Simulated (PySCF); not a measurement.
C₂H₉As₂B.
Z-matrix (Å and degrees, PBE0-D3(BJ)/def2-SVP geometry), rows numbered from 1:
```
B 
C   1  1.5522
As  2  2.0136  1   86.15
C   2  1.5177  1  120.37  3  -113.56
As  4  1.9818  2  118.36  1   170.85
H   1  1.2091  2  120.63  3   -90.41
H   1  1.2131  2  119.13  3    94.16
H   2  1.0990  1  115.32  3   105.64
H   3  1.5532  2   91.46  1   -10.66
H   3  1.5231  2   96.19  1    81.59
H   4  1.1025  2  111.25  1    46.86
H   4  1.1030  2  109.20  1   -69.04
H   5  1.5280  4   94.88  2    43.76
H   5  1.5283  4   95.47  2   -48.63
```

Computed with PySCF at wB97X-D/def2-SVPD, non-relativistic, on one gas-phase PBE0-D3(BJ)/def2-SVP geometry that isn't relaxed in the solvent. The solvent is an IEF-PCM continuum (cavity from Bondi-type radii × 1.2), and excitations are vertical TDDFT with non-equilibrium linear response and a frozen core. Specific hydrogen bonds and non-electrostatic terms are outside this model. Spin–orbit coupling is left out although an atom past zinc is present.

Gas-phase singlets (H = HOMO, L = LUMO):

```csv
state,E (eV),λ (nm),f,leading configurations
S1,5.956,208,0.057,"H→L 66%, H-1→L 21%"
S2,6.213,200,0.032,H→L+1 83%
S3,6.568,189,0.032,"H→L+2 39%, H-1→L+2 18%"
S4,6.623,187,0.138,"H-1→L 30%, H-1→L+1 29%"
S5,6.760,183,0.031,"H→L+4 33%, H-1→L+1 18%"
```

Give the list for chloroform (ε = 4.711), n² = 2.09.

```tsv
state	E (eV)	λ (nm)	f	leading configurations	change by rank (eV)
S1	5.881	211	0.105	H→L 68%, H-1→L 22%	-0.075
S2	6.238	199	0.059	H→L+1 81%	+0.025
S3	6.579	188	0.055	H→L+2 37%, H-1→L+2 19%	+0.011
S4	6.591	188	0.210	H-1→L+1 35%, H-1→L 27%	-0.032
S5	6.721	184	0.055	H→L+4 35%, H-1→L+1 20%	-0.039
```

The ground-state energy changes by -0.074 eV from gas to chloroform. By how much does the total energy of gas-phase S1 change?

E(S1) = E(S0) + excitation energy, so it changes by -0.074 − 0.075 = -0.149 eV: it is lowered more than the ground state, which is what a red shift means. This is the vertical state, with the slow part of the continuum still set for S0.

How do the frontier levels move from gas to chloroform?

| orbital | gas (eV) | solvent (eV) | change (eV) | Löwdin shares, gas | Löwdin shares, solvent |
| --- | --- | --- | --- | --- | --- |
| LUMO+2 | 1.89 | 2.11 | +0.22 | As3 47 %, H10 14 %, C2 9 %, B1 8 % | As3 45 %, H10 13 %, B1 10 %, C2 9 % |
| LUMO+1 | 1.45 | 1.66 | +0.21 | As3 25 %, As5 20 %, B1 9 %, H10 8 % | As3 23 %, As5 22 %, B1 11 %, H10 8 % |
| LUMO | 1.15 | 1.27 | +0.12 | B1 33 %, As3 32 %, H7 6 %, H6 6 % | B1 36 %, As3 29 %, H6 7 %, H7 7 % |
| HOMO | -8.91 | -8.79 | +0.12 | As5 48 %, C2 14 %, C4 10 %, B1 7 % | As5 45 %, C2 15 %, C4 10 %, As3 8 % |
| HOMO-1 | -9.55 | -9.38 | +0.17 | As3 40 %, As5 18 %, C2 12 %, B1 7 % | As3 39 %, As5 21 %, C2 11 %, B1 6 % |
| HOMO-2 | -10.69 | -10.50 | +0.19 | As3 27 %, C4 14 %, As5 12 %, H10 9 % | As3 28 %, C4 15 %, As5 12 %, C2 9 % |
| HOMO-3 | -11.04 | -10.96 | +0.08 | B1 36 %, H7 23 %, H6 14 %, C2 11 % | B1 36 %, H7 23 %, H6 15 %, C2 10 % |

The HOMO–LUMO gap goes from 10.06 to 10.06 eV.

The pairwise dispersion term of wB97X-D wasn't added to the energies; at a given geometry it leaves orbitals and properties as they are.
